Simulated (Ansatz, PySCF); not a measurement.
Molecule: Si$_{2}$H$_{4}$, net charge 0, singlet state. SMILES: [SiH][SiH3]
Coordinates optimised at B3LYP-D3(BJ)/def2-TZVP (Ansatz, an electronic-structure program):
```xyz
6

Si     0.0071     1.0500     0.8096
H     -0.4184     1.8608    -0.4081
Si     0.0198    -0.9006    -0.5838
H      0.9769    -0.6998    -1.7070
H     -1.3363    -1.1013    -1.1659
H      0.4013    -2.1512     0.1194
```
Charge 0, spin multiplicity 1.

Property: atomisation energy (electronic, to ground-state atoms), in eV. Correlated levels leave the core frozen unless marked. UHF or UKS for open shells. No spin-orbit coupling. No relativistic terms. The coupled-cluster limit lacks core correlation, which all-electron functionals hold. CBS(X,Y): correlation extrapolated as X^-3; Hartree-Fock from the larger set. [CCSD(T)-MP2]/basis is that difference in the basis named.

| level | program | atomisation energy (eV) | minus last row |
|---|---|---|---|
| SVWN5/def2-TZVPD | Ansatz | 17.39 | 1.47 |
| PBE-D3(BJ)/def2-TZVPD | Ansatz + dftd3 | 15.60 | -0.32 |
| BLYP/def2-TZVPD | Ansatz | 15.47 | -0.45 |
| revPBE-D3(BJ)/def2-TZVPD | Ansatz + dftd3 | 15.42 | -0.50 |
| r2SCAN-D4/def2-TZVPD | Ansatz + dftd4 | 15.72 | -0.20 |
| TPSSh/def2-TZVPD | PySCF | 16.19 | 0.27 |
| r2SCANh/def2-TZVPD | Ansatz | 15.65 | -0.27 |
| PW6B95-D4/def2-TZVPD | PySCF + dftd4 | 15.88 | -0.04 |
| LC-wPBE/def2-TZVPD | Ansatz | 15.43 | -0.49 |
| B2PLYP-D3(BJ)/def2-TZVPD | Ansatz + dftd3 | 15.60 | -0.32 |
| MP2/aug-cc-pV(D+d)Z | Ansatz | 14.38 | -1.54 |
| MP2/CBS(cc-pV(T+d)Z,cc-pV(Q+d)Z) | Ansatz | 15.51 | -0.41 |
| RI-MP2/def2-TZVPP | Ansatz | 15.07 | -0.85 |
| RI-MP2/def2-QZVPP | Ansatz | 15.32 | -0.60 |
| SCS-MP2/6-31G* | Ansatz | 13.45 | -2.47 |
| CCSD/6-31G* | Ansatz | 13.58 | -2.34 |
| CCSD(T)/cc-pV(D+d)Z | Ansatz | 14.62 | -1.30 |
| CCSD(T)/aug-cc-pV(T+d)Z | Ansatz | 15.54 | -0.38 |
| RI-MP2/CBS(aug-cc-pV(T+d)Z,aug-cc-pV(Q+d)Z)+[CCSD(T)-MP2]/aug-cc-pV(D+d)Z | Ansatz | 15.92 | 0.00 |
| RI-MP2/CBS(def2-TZVPP,def2-QZVPP)+[CCSD(T)-MP2]/def2-SVP | Ansatz | 15.91 | -0.01 |
| CCSD(T)/CBS(cc-pV(T+d)Z,cc-pV(Q+d)Z) | Ansatz | 15.92 | 0.00 |

The Hartree-Fock reference is unstable (checked in the largest basis), which strains HF and MP2.
